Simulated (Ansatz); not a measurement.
Consider the substitution at a C–C bond: `CC(=O)C(C(C)=O)C(C)C` + `OBS` → `CC(C)OBS` + `CC(=O)CC(C)=O`.

Computed with Ansatz on PBE0-D4/def2-TZVP structures; ΔE is electronic, products minus reactants. CCSD(T)/CBS adds triple-zeta CCSD(T) − MP2 to the extrapolated MP2 energy (def2 sets, frozen cores). Functionals use def2-TZVPP. B3LYP here is the variant with VWN-RPA as its local correlation; programs differ in this. One conformer a species, not always the lowest.

Question: Is it downhill or uphill in electronic energy at CCSD(T)/CBS, and by how much? (An estimate is asked.)

Answer: Computed: Uphill: ΔE = +31.1 kJ/mol.

Question: What do these levels give: PBE-D4, r2SCAN-D4, B3LYP-D4, ωB97X-V, ωB97M-V, CCSD(T)/def2-TZVPP? (Estimate.)

Answer: Computed: PBE-D4 22.5, r2SCAN-D4 23.1, B3LYP-D4 18.5, ωB97X-V 23.9, ωB97M-V 27.3, CCSD(T)/def2-TZVPP 31.0 kJ/mol.

Largest T1 diagnostic among the species: 0.015.

The D4 term adds +15.4 kJ/mol with B3LYP and +9.1 kJ/mol with PBE0; it sums over pairs of atoms, weighted by their polarisabilities, and B3LYP, whose exchange is more repulsive, gets the larger term. In def2-TZVPP, CCSD(T) changes the Hartree–Fock value by +31.8 kJ/mol (the triples alone add +3.9 kJ/mol) and MP2 by +40.4 kJ/mol.
